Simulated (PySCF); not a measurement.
# Shieldings and the share of exact exchange

Molecule: SMILES C[O][AlH2-][N+]#C, C2H6AlNO.

Atom-mapped SMILES (the numbers label the heavy atoms): `[CH:1]#[N+:2][AlH2-:3][O:4][CH3:5]`. Each H is labelled by its parent atom.

GIAO shieldings (ppm, equivalent atoms averaged) in PySCF 2.14 on the PBE0-D3(BJ)/def2-SVP geometry, basis pcSseg-2, gas phase, non-relativistic:

| functional | exact exchange (%) | σ(C5) | σ(Al3) | σ(O4) |
| --- | --- | --- | --- | --- |
| BLYP | 0 | 117.5 | 433.9 | 293.2 |
| BP86 | 0 | 121.8 | 436.1 | 298.9 |
| PBE | 0 | 122.2 | 435.3 | 297.9 |
| B3LYP | 20 | 123.7 | 442.6 | 309.3 |
| mPW1PW91 | 25 | 128.5 | 448.3 | 316.5 |
| BHandHLYP | 50 | 131.4 | 456.8 | 325.0 |
| HF | 100 | 142.4 | 486.3 | 343.6 |

Question: Fit each shielding as a line in the percentage of exact exchange.

Answer: σ(C5) = 120.7 + 0.22 x (rms 1.7 ppm); σ(Al3) = 434.4 + 0.50 x (rms 1.7 ppm); σ(O4) = 298.8 + 0.48 x (rms 3.4 ppm). The functionals also differ in their semilocal parts, which the line can't hold; Hartree–Fock has no correlation at all.

Question: What does the line predict for PBE0 (25 %), and what does the run give?

Answer: σ(C5): 126.2 predicted, 129.2 computed; σ(Al3): 446.9 predicted, 447.4 computed; σ(O4): 310.8 predicted, 316.5 computed ppm.
